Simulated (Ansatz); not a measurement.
Consider the substitution at a C–C bond: `CCSS[SiH3]` + `[NH2][Al]([NH2])[OH]` → `C[NH][Al]([NH2])[OH]` + `CSS[SiH3]`.

Computed with Ansatz on PBE0-D4/def2-TZVP structures; ΔE is electronic, products minus reactants. CBS: MP2 limit from def2 TZ/QZ plus the TZ coupled-cluster correction, frozen cores. This one scheme is used for every species. DFT in def2-TZVPP. B3LYP here is the variant with VWN-RPA as its local correlation; programs differ in this. One conformer a species, not always the lowest.

| level | ΔE (kJ/mol) | difference from CCSD(T)/CBS |
| --- | --- | --- |
| PBE-D4 | 48.0 | -5.1 |
| r2SCAN-D4 | 50.4 | -2.7 |
| PBE0-D4 | 49.3 | -3.8 |
| B3LYP-D4 | 47.1 | -6.0 |
| ωB97X-V | 48.0 | -5.1 |
| ωB97M-V | 50.3 | -2.8 |
| B2PLYP | 48.1 | -5.0 |
| PBE | 46.1 | -7.0 |
| r2SCAN | 49.8 | -3.3 |
| PBE0 | 47.6 | -5.5 |
| B3LYP | 44.0 | -9.1 |
| HF/def2-TZVPP | 43.1 | -10.0 |
| MP2/def2-TZVPP | 55.3 | 2.2 |
| SCS-MP2/def2-TZVPP | 50.8 | -2.3 |
| CCSD/def2-TZVPP | 49.7 | -3.4 |
| CCSD(T)/def2-TZVPP | 50.8 | -2.3 |
| HF/def2-QZVPP | 43.0 | -10.1 |
| MP2/def2-QZVPP | 56.6 | 3.5 |
| SCS-MP2/def2-QZVPP | 52.1 | -1.0 |
| HF/CBS(def2) | 43.0 | -10.1 |
| MP2/CBS(def2) | 57.6 | 4.5 |
| CCSD/CBS(def2) | 51.9 | -1.2 |
| CCSD(T)/CBS | 53.1 | 0 |

Largest T1 diagnostic among the species: 0.012.

The D4 term adds +3.1 kJ/mol with B3LYP and +1.7 kJ/mol with PBE0; it sums over pairs of atoms, weighted by their polarisabilities, and B3LYP, whose exchange is more repulsive, gets the larger term. In def2-TZVPP, CCSD(T) changes the Hartree–Fock value by +7.8 kJ/mol (the triples alone add +1.2 kJ/mol) and MP2 by +12.3 kJ/mol.
